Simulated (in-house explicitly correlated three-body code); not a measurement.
Computed with an exponentially correlated three-body code. Model: two electrons around a point charge, non-relativistic, variational in 260 exponentially correlated functions (energies converged to about 1e-7 hartree, or 1e-8 relative for large Z).

Command:
```bash
python run_hyl.py task.json out
```
Settings (lengths in bohr, energies in hartree):
```
Z                      6
screening              0.3
interaction_strength   1
functions              260
states_tried           13
```

Cost of the run: 2.6 min on 1 thread of Arm Neoverse N1 (shared host).

**Those bound S and P states to n = 4 that converged, binding against the one-electron ion.**

Given: nuclear charge 6; Yukawa screening of all interactions 0.3 1/bohr.

Computed: one-electron threshold -16.2653914 hartree.

```json
{"term": "1 1S", "energy (hartree)": "-29.2285138", "binding (eV)": "352.74"}
{"term": "2 3S", "energy (hartree)": "?", "binding (eV)": "?"}
{"term": "2 1S", "energy (hartree)": "-18.2196802", "binding (eV)": "53.179"}
{"term": "2 3P", "energy (hartree)": "-18.1822287", "binding (eV)": "52.16"}
{"term": "2 1P", "energy (hartree)": "-18.0638934", "binding (eV)": "48.94"}
{"term": "3 3S", "energy (hartree)": "-16.6950871", "binding (eV)": "11.693"}
{"term": "3 1S", "energy (hartree)": "?", "binding (eV)": "?"}
{"term": "3 3P", "energy (hartree)": "-16.6288181", "binding (eV)": "9.8893"}
{"term": "3 1P", "energy (hartree)": "-16.6031269", "binding (eV)": "9.1903"}
{"term": "4 3S", "energy (hartree)": "-16.3074003", "binding (eV)": "1.1431"}
```

Problem. What belongs in the row 2 3S?

Solution. energy (hartree): -18.4068829; binding (eV): 58.273.

Problem. What belongs in the row 3 1S?

Solution. energy (hartree): -16.655856; binding (eV): 10.625.

**Converged states only, values per electron or pair (inverse distances are <exp(-kr)/r>).**

```json
{"term": "1 1S", "mean r (bohr)": "0.26747", "mean r squared (bohr²)": "0.096287", "mean inverse r (1/bohr)": "5.3887", "mean r12 (bohr)": "0.39635", "mean inverse r12 (1/bohr)": "3.1481", "mean cosine": "-0.021993", "mean p1 dot p2 (bohr⁻²)": "0.68", "delta r1 (bohr⁻³)": "61.221", "delta r12 (bohr⁻³)": "6.1068"}
{"term": "2 3S", "mean r (bohr)": "?", "mean r squared (bohr²)": "?", "mean inverse r (1/bohr)": "?", "mean r12 (bohr)": "?", "mean inverse r12 (1/bohr)": "?", "mean cosine": "?", "mean p1 dot p2 (bohr⁻²)": "?", "delta r1 (bohr⁻³)": "?", "delta r12 (bohr⁻³)": "-"}
{"term": "2 1S", "mean r (bohr)": "0.72604", "mean r squared (bohr²)": "0.88641", "mean inverse r (1/bohr)": "3.3374", "mean r12 (bohr)": "1.2302", "mean inverse r12 (1/bohr)": "0.8796", "mean cosine": "-0.0095979", "mean p1 dot p2 (bohr⁻²)": "0.054236", "delta r1 (bohr⁻³)": "36.936", "delta r12 (bohr⁻³)": "0.91851"}
{"term": "2 3P", "mean r (bohr)": "0.62487", "mean r squared (bohr²)": "0.64572", "mean inverse r (1/bohr)": "3.3392", "mean r12 (bohr)": "1.0529", "mean inverse r12 (1/bohr)": "0.90989", "mean cosine": "-0.064587", "mean p1 dot p2 (bohr⁻²)": "-1.8565", "delta r1 (bohr⁻³)": "33.913", "delta r12 (bohr⁻³)": "-"}
{"term": "2 1P", "mean r (bohr)": "0.65047", "mean r squared (bohr²)": "0.70726", "mean inverse r (1/bohr)": "3.3222", "mean r12 (bohr)": "1.0728", "mean inverse r12 (1/bohr)": "0.9612", "mean cosine": "0.035961", "mean p1 dot p2 (bohr⁻²)": "1.7112", "delta r1 (bohr⁻³)": "34.332", "delta r12 (bohr⁻³)": "0.2132"}
{"term": "3 3S", "mean r (bohr)": "1.571", "mean r squared (bohr²)": "4.8087", "mean inverse r (1/bohr)": "2.9969", "mean r12 (bohr)": "2.9061", "mean inverse r12 (1/bohr)": "0.23638", "mean cosine": "-0.0017123", "mean p1 dot p2 (bohr⁻²)": "0.010123", "delta r1 (bohr⁻³)": "34.919", "delta r12 (bohr⁻³)": "-"}
{"term": "3 1S", "mean r (bohr)": "1.6367", "mean r squared (bohr²)": "5.2538", "mean inverse r (1/bohr)": "2.9904", "mean r12 (bohr)": "3.0351", "mean inverse r12 (1/bohr)": "0.25958", "mean cosine": "-0.0023639", "mean p1 dot p2 (bohr⁻²)": "0.012768", "delta r1 (bohr⁻³)": "34.863", "delta r12 (bohr⁻³)": "0.20946"}
{"term": "3 3P", "mean r (bohr)": "?", "mean r squared (bohr²)": "?", "mean inverse r (1/bohr)": "?", "mean r12 (bohr)": "?", "mean inverse r12 (1/bohr)": "?", "mean cosine": "?", "mean p1 dot p2 (bohr⁻²)": "?", "delta r1 (bohr⁻³)": "?", "delta r12 (bohr⁻³)": "-"}
{"term": "3 1P", "mean r (bohr)": "1.5958", "mean r squared (bohr²)": "5.0481", "mean inverse r (1/bohr)": "2.9841", "mean r12 (bohr)": "2.9522", "mean inverse r12 (1/bohr)": "0.27204", "mean cosine": "0.0070048", "mean p1 dot p2 (bohr⁻²)": "0.34756", "delta r1 (bohr⁻³)": "34.267", "delta r12 (bohr⁻³)": "0.052613"}
{"term": "4 3S", "mean r (bohr)": "3.6533", "mean r squared (bohr²)": "28.411", "mean inverse r (1/bohr)": "2.8817", "mean r12 (bohr)": "7.0617", "mean inverse r12 (1/bohr)": "0.05218", "mean cosine": "-0.00033952", "mean p1 dot p2 (bohr⁻²)": "0.0019535", "delta r1 (bohr⁻³)": "34.384", "delta r12 (bohr⁻³)": "-"}
```

Problem. What belongs in the row 2 3S?

Solution. mean r (bohr): 0.69256; mean r squared (bohr²): 0.79385; mean inverse r (1/bohr): 3.3599; mean r12 (bohr): 1.1741; mean inverse r12 (1/bohr): 0.75408; mean cosine: -0.0067773; mean p1 dot p2 (bohr⁻²): 0.044767; delta r1 (bohr⁻³): 37.22.

Problem. What belongs in the row 3 3P?

Solution. mean r (bohr): 1.5454; mean r squared (bohr²): 4.7134; mean inverse r (1/bohr): 2.9891; mean r12 (bohr): 2.8573; mean inverse r12 (1/bohr): 0.26233; mean cosine: -0.012588; mean p1 dot p2 (bohr⁻²): -0.34903; delta r1 (bohr⁻³): 34.188.

**Electric-dipole lines between converged S and P states, rate of the upper state's decay.**

```tsv
s state	p state	p minus s (eV)	oscillator strength from s	rate (1/s)
1 1S	2 1P	303.8	0.61084	8.1547e+11
1 1S	3 1P	?	?	?
2 1S	2 1P	4.2392	0.12164	3.1617e+07
2 1S	3 1P	43.989	0.2667	7.4644e+09
3 1S	2 1P	-38.315	-0.058884	3.7509e+09
3 1S	3 1P	1.4348	0.30851	9.1867e+06
2 3S	2 3P	?	?	?
2 3S	3 3P	48.384	0.24021	8.1333e+09
3 3S	2 3P	-40.467	-0.064178	4.5604e+09
3 3S	3 3P	1.8033	0.35905	1.6887e+07
4 3S	2 3P	-51.017	-0.0076262	8.6128e+08
4 3S	3 3P	-8.7462	-0.11757	3.9026e+08
```

Problem. What belongs in the row 1 1S 3 1P?

Solution. p minus s (eV): 343.55; oscillator strength from s: 0.10495; rate (1/s): 1.7916e+11.

Problem. What belongs in the row 2 3S 2 3P?

Solution. p minus s (eV): 6.1132; oscillator strength from s: 0.159; rate (1/s): 8.5943e+07.

**Static dipole response.**

```json
{"state": "1 1S", "polarisability (bohr³)": "0.0090812"}
{"state": "2 1S", "polarisability (bohr³)": "5.1802"}
{"state": "2 3S", "polarisability (bohr³)": "3.2806"}
```
